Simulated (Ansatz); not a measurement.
**BClGe2HO+: where a starting geometry ends**

The starting geometry of this gas-phase singlet was optimised with r2SCAN-D4.

```xyz
6

B    -1.4444    1.4192    2.6221
Cl   -3.9099    1.4651    0.6682
Ge   -2.5896   -0.5472    0.4144
Ge   -1.4850    1.7658    0.4146
O    -1.6435    0.2688    2.0685
H    -1.3470    1.9985    3.6604
```

Question: Predict what becomes of its bonds when it is optimised with B3LYP-D3(BJ)/def2-SVP.

Answer: A bond breaks, giving a structure with Cl2 bridging Ge3 and Ge4, given below by its coordinates. Contacts that open: B1–Ge4 (2.23 → 4.35 Å).

The energy falls by 0.48 eV over 20 steps:

| step | E − E(last) (eV) |
| --- | --- |
| 1 | 0.484 |
| 3 | 0.458 |
| 5 | 0.425 |
| 7 | 0.252 |
| 9 | 0.126 |
| 12 | 0.055 |
| 14 | 0.002 |
| 16 | 0.001 |
| 18 | 0.000 |
| 20 | 0.000 |

Final geometry (Å):

```xyz
6

B    -1.3544    1.2396    3.3614
Cl   -3.9915    1.4458    0.0985
Ge   -2.4666   -0.4203    0.6349
Ge   -1.8914    1.6344   -0.9362
O    -1.6699    0.8072    2.2705
H    -1.0456    1.6634    4.4191
```

The end wasn't checked by frequencies. Run with Ansatz 0.2.0, 72 s on 2 threads of Arm Neoverse V2, with other jobs on the host.
